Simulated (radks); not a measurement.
The numbers below are computed, except where a source is named.
Problem. Ionisation of Eu, [Xe] 4f7 6s2, to Eu+, [Xe] 4f7 6s1, under several functionals. Dirac Kohn-Sham, spin-unpolarised, spherical densities, point nucleus; open shells are shared between the two j in proportion to 2j + 1; a radial shooting solver on a logarithmic mesh with Libxc functionals. Known Delta-SCF values: BP86 6.192 eV. What does B86b exchange with PBE correlation give, and what is its highest occupied eigenvalue?

Solution. 6.047 eV by Delta-SCF; the 4f7/2 eigenvalue is -2.455 eV. NIST: 5.670 eV (measured).

Beside tabulated values, note that spin-unpolarised runs miss the spin-polarisation part of the exchange energy of open shells.
